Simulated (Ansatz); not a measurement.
Species: NbF2, charge 0, multiplicity 4. The spin state was set by rule; other spins were not relaxed. 
Coordinates optimised at B3LYP-D3(BJ)/def2-TZVP (Ansatz, a program for electronic structure):
SMILES: [F][Nb][F]
```xyz
3

Nb    -0.0678     0.0000     0.0000
F      0.1544     0.0000    -1.8728
F      0.1544     0.0000     1.8728
```
Charge 0, spin multiplicity 4.

Quantity: vertical ionisation energy (to the triplet state of charge +1; each state is the SCF solution reached for its spin), in eV. Cores are frozen in the correlated levels unless marked. Open shells are spin-unrestricted. No spin-orbit coupling. Frozen are the shells of the preceding noble gas and the d and f shells that filled before the atom's block. In def2 rows, elements after Kr have scalar-relativistic effective core potentials. CBS marks a two-point X^-3 extrapolation of the correlation energy; Hartree-Fock from the larger set. [CCSD(T)-MP2]/basis is that difference in the basis named.

```csv
level,program,vertical ionisation energy (eV)
PBE/def2-TZVPD,Ansatz,8.29
r2SCAN/def2-TZVPD,Ansatz,…
PBE0/def2-TZVPD,Ansatz,8.37
CAM-B3LYP/def2-TZVPD,Ansatz,8.34
wB97M-V/def2-TZVPD,Ansatz,8.14
B2PLYP/def2-TZVPD,Ansatz,8.14
SCS-MP2/def2-SVPD,Ansatz,7.90
SCS-MP2/def2-TZVPPD,Ansatz,7.87
"RI-MP2/CBS(def2-TZVPPD,def2-QZVPPD)+[CCSD(T)-MP2]/def2-TZVPPD",Ansatz,8.16
```

**Question.** What belongs in the gaps?

**Answer.** 
- r2SCAN/def2-TZVPD, vertical ionisation energy (eV): 8.56
